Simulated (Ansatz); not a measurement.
C2H6ClGe, doublet, geometry from GFN2-xTB. Base run: PBE0/STO-3G (Ansatz, a program for electronic structure).

Ansatz was given this input:
Ansatz 0.2 input:
```yaml
crystal:
  periodic: [false, false, false]
  atoms:
    - {symbol: C, position_ang: [-1.46227593, -1.38567636, -0.24122926]}
    - {symbol: Ge, position_ang: [0.02346958, -0.18135771, 0.51114402]}
    - {symbol: C, position_ang: [1.79175284, -0.92385091, -0.22761516]}
    - {symbol: Cl, position_ang: [-0.22727828, 1.62377093, -0.66284067]}
    - {symbol: H, position_ang: [-2.44170759, -0.97316624, -0.02411314]}
    - {symbol: H, position_ang: [-1.38775922, -2.38226495, 0.17966092]}
    - {symbol: H, position_ang: [-1.31797432, -1.42742709, -1.31689746]}
    - {symbol: H, position_ang: [1.65992525, -1.03916426, -1.29954464]}
    - {symbol: H, position_ang: [2.60837650, -0.23618025, -0.03579624]}
    - {symbol: H, position_ang: [2.01498204, -1.88529291, 0.22143958]}
basis:
  gaussian:
    orbitals: STO-3G
hamiltonian:
  xc: pbe0
magnetization: {spin_polarized: true, initial_magnetization: 1}
```

The bond that is stretched is that between atoms 8 and 3. A test that says stable can miss a lower solution.

The base run was repeated with changes; each row names its change, and settings that it needs were set with it.

| change | ΔE vs base (eV) | <S^2> | stability test says |
|---|---|---|---|
| base | 0.00 | 0.751 | minimum |
| spin_polarized = on; lower_state_search = off | 0.00 | 0.751 | undecided (no full test) |
| spin_polarized = on; lower_state_search = standard | 0.00 | 0.751 | minimum |
| bond × 1.25 | 0.94 | 0.751 | minimum |
| spin_polarized = on; lower_state_search = off; bond × 1.25 | 0.94 | 0.751 | undecided (no full test) |
| spin_polarized = on; lower_state_search = standard; bond × 1.25 | 0.94 | 0.751 | minimum |
| bond × 1.5 | 2.69 | 0.753 | minimum |
| spin_polarized = on; lower_state_search = off; bond × 1.5 | 2.69 | 0.753 | undecided (no full test) |
| spin_polarized = on; lower_state_search = standard; bond × 1.5 | 2.69 | 0.753 | minimum |
| bond × 1.8 | 4.56 | 0.980 | minimum |
| spin_polarized = on; lower_state_search = off; bond × 1.8 | 4.56 | 0.980 | undecided (no full test) |
| spin_polarized = on; lower_state_search = standard; bond × 1.8 | 4.56 | 0.980 | minimum |
| bond × 2.2 | 5.48 | 1.311 | minimum |
| spin_polarized = on; lower_state_search = off; bond × 2.2 | 5.48 | 1.311 | undecided (no full test) |
| spin_polarized = on; lower_state_search = standard; bond × 2.2 | 5.48 | 1.311 | minimum |
| bond × 3.0 | 5.72 | 1.384 | minimum |
| spin_polarized = on; lower_state_search = off; bond × 3.0 | 5.72 | 1.384 | undecided (no full test) |
| spin_polarized = on; lower_state_search = standard; bond × 3.0 | 5.72 | 1.384 | minimum |

On stretching, the SCF can end on different states; <S^2> shows the spin contamination of each.
